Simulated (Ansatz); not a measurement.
Geometry optimisation of SrO2.

```yaml
crystal:
  periodic: [false, false, false]
  atoms:
    - {symbol: Sr, position_ang: [0.591897, 0.476592, -1.071022]}
    - {symbol: O, position_ang: [-0.025508, 0.341385, 0.942931]}
    - {symbol: O, position_ang: [-0.566389, -0.817977, 0.128100]}
basis:
  gaussian: {orbitals: def2-TZVP}
magnetization: {spin_polarized: true, initial_magnetization: 2}
hamiltonian: {xc: pbe, dispersion: d4}
scf: {omitted_lower_state_checks: [starts]}
output: {orbitals: {seedname: orbitals}}
relax: {f_tol: 0.02, max_steps: 100}
```

```sh
$ ansatz run in.yaml --threads 4 --pin off --events-out ev --progress --plain --max-ram 3916MiB
```

It prints (some lines left out):

```
Functional definition: PBE
mean field -4924.40659249 eV, -180.9686043913 hartree, gradient 7.1e-6 eV, S^2 2.003180; 0 other end points of the search recorded, 0 dependent functions left out
relax step   1: F+E_penalty+E_count = -4924.45124079 eV  Δ(F+E_penalty+E_count) = +0.000e0 eV  max|allowed force component| = 4.171e0 eV/Å  Δτ_max = 0.0000 Å  (35 SCF iters, accepted)
mean field -4925.28497901 eV, -181.0008845004 hartree, gradient 2.3e-5 eV, S^2 2.003248; 0 other end points of the search recorded, 0 dependent functions left out
relax step   2: F+E_penalty+E_count = -4925.32864463 eV  Δ(F+E_penalty+E_count) = -8.774e-1 eV  max|allowed force component| = 1.809e0 eV/Å  Δτ_max = 0.1597 Å  (39 SCF iters, accepted)
mean field -4925.38006259 eV, -181.0043787576 hartree, gradient 9.5e-6 eV, S^2 2.002952; 0 other end points of the search recorded, 0 dependent functions left out
relax step   3: F+E_penalty+E_count = -4925.42352815 eV  Δ(F+E_penalty+E_count) = -9.488e-2 eV  max|allowed force component| = 5.517e-1 eV/Å  Δτ_max = 0.0499 Å  (34 SCF iters, accepted)
mean field -4925.38657255 eV, -181.0046179944 hartree, gradient 9.2e-6 eV, S^2 2.003018; 0 other end points of the search recorded, 0 dependent functions left out
relax step   4: F+E_penalty+E_count = -4925.43007150 eV  Δ(F+E_penalty+E_count) = -6.543e-3 eV  max|allowed force component| = 5.276e-2 eV/Å  Δτ_max = 0.0104 Å  (34 SCF iters, accepted)
mean field -4925.38662614 eV, -181.0046199636 hartree, gradient 2.2e-5 eV, S^2 2.003009; 0 other end points of the search recorded, 0 dependent functions left out
relax step   5: F+E_penalty+E_count = -4925.43012223 eV  Δ(F+E_penalty+E_count) = -5.073e-5 eV  max|allowed force component| = 1.248e-2 eV/Å  Δτ_max = 0.0011 Å  (34 SCF iters, accepted)
mean field -4925.38662614 eV, -181.0046199636 hartree, gradient 3.0e-5 eV, S^2 2.003009; 0 other end points of the search recorded, 0 dependent functions left out
Total energy: -4925.43017324 eV, -181.0062202901 hartree
Atom 0 at     0.675952     0.544274    -1.223114 Å, force     0.006897     0.005554    -0.012480 eV/Å
Atom 1 at    -0.098341     0.241511     0.972563 Å, force    -0.000290     0.003992     0.010996 eV/Å
Atom 2 at    -0.577611    -0.785785     0.250560 Å, force    -0.006607    -0.009546     0.001483 eV/Å
Dipole moment:     0.302538     0.243603    -0.547435 e Å
Checks for a lower state left out: starts
```

Run time 5.5 s (4 threads of Arm Neoverse V1 on a shared host).

In the def2 sets Sr takes a core potential; there is no spin–orbit coupling. The structure holds 1 bond(s) between oxygen atoms. At PBE-D4/def2-TZVP a singlet of charge 0 lies 0.38 eV below the triplet, each at its own geometry. The structure comes from a short search, and lower isomers may exist.
